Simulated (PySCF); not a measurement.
GeH7NSi2, SMILES [NH]1[SiH2][SiH2][GeH2]1. Atoms are numbered in the order given.

```xyz
11

N     -1.3847     0.1789     0.0000
Si    -0.5918     1.7346     0.0000
Si     1.4779     0.6339     0.0000
Ge    -0.0887    -1.1561     0.0000
H     -2.3860     0.0139     0.0000
H     -0.8806     2.5832     1.1986
H     -0.8806     2.5832    -1.1986
H      2.3246     0.7563    -1.2209
H      2.3246     0.7563     1.2209
H     -0.1880    -2.0542    -1.2492
H     -0.1880    -2.0542     1.2492
```

Geometry optimised at ωB97X-D3(BJ)/def2-SVP. This is a generated structure with no PubChem entry under its InChIKey; it may be hypothetical.

Two levels are set side by side: PBE/pcSseg-1 (PySCF) and KT2/pcSseg-1 (PySCF). GIAO shifts against GeH4 (⁷³Ge), NH3 (¹⁵N), TMS (²⁹Si), TMS (¹H) at the same level; non-relativistic, no solvent, atoms listed together averaged. Differences are taken from unrounded values.

| quantity | KT2 | PBE | PBE minus KT2 |
|---|---|---|---|
| δ(¹⁵N) of N1 (ppm) | 27.2 | 30.9 | 3.7 |
| δ(²⁹Si) of Si2 (ppm) | -12.4 | -18.3 | -5.9 |
| δ(²⁹Si) of Si3 (ppm) | -79.9 | -81.8 | -1.9 |
| δ(⁷³Ge) of Ge4 (ppm) | 289.8 | 285.0 | -4.8 |
| δ(¹H) of H5 (ppm) | -0.31 | -0.29 | 0.02 |
| δ(¹H) of H6, H7 (ppm) | 6.20 | 6.20 | 0.00 |
| δ(¹H) of H8, H9 (ppm) | 4.45 | 4.48 | 0.03 |
| δ(¹H) of H10, H11 (ppm) | 6.15 | 6.13 | -0.02 |

Rough cost on one machine, each run with all the roots and properties that it gave: KT2 against PBE within a factor of 2.
